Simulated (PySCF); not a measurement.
Computed IR spectrum (relative IR intensity) of a molecule CH6Cl2Si2. The structure is a stationary point at PBE0-D3(BJ)/def2-SVP. The values are those of a single conformer. These are PBE0-D3(BJ)/def2-SVP (PySCF) values and carry that method's errors. Frequencies are harmonic and unscaled.

Lines under 2 % of the strongest are left out, and lines within 2 cm⁻¹ are merged.

```json
[
 {"ν (cm⁻¹)": "263", "relative intensity": "2.5"},
 {"ν (cm⁻¹)": "471", "relative intensity": "3.9"},
 {"ν (cm⁻¹)": "525", "relative intensity": "4.1"},
 {"ν (cm⁻¹)": "531", "relative intensity": "9.0"},
 {"ν (cm⁻¹)": "563", "relative intensity": "22"},
 {"ν (cm⁻¹)": "653", "relative intensity": "12"},
 {"ν (cm⁻¹)": "674", "relative intensity": "13"},
 {"ν (cm⁻¹)": "770", "relative intensity": "28"},
 {"ν (cm⁻¹)": "799", "relative intensity": "16"},
 {"ν (cm⁻¹)": "863", "relative intensity": "26"},
 {"ν (cm⁻¹)": "873", "relative intensity": "100"},
 {"ν (cm⁻¹)": "949", "relative intensity": "52"},
 {"ν (cm⁻¹)": "954", "relative intensity": "24"},
 {"ν (cm⁻¹)": "1013", "relative intensity": "7.6"},
 {"ν (cm⁻¹)": "1076", "relative intensity": "53"},
 {"ν (cm⁻¹)": "1369", "relative intensity": "3.2"},
 {"ν (cm⁻¹)": "2252", "relative intensity": "21"},
 {"ν (cm⁻¹)": "2256", "relative intensity": "24"},
 {"ν (cm⁻¹)": "2261", "relative intensity": "44"},
 {"ν (cm⁻¹)": "2277", "relative intensity": "27"}
]
```

Task: Pick the molecule that these values belong to.
(A) C[SiH2][SiH](Cl)Cl
(B) [SiH3]C[SiH](Cl)Cl
(C) C[Si]([SiH3])(Cl)Cl
(D) Cl[SiH2]C[SiH2]Cl

Result: D, Cl[SiH2]C[SiH2]Cl
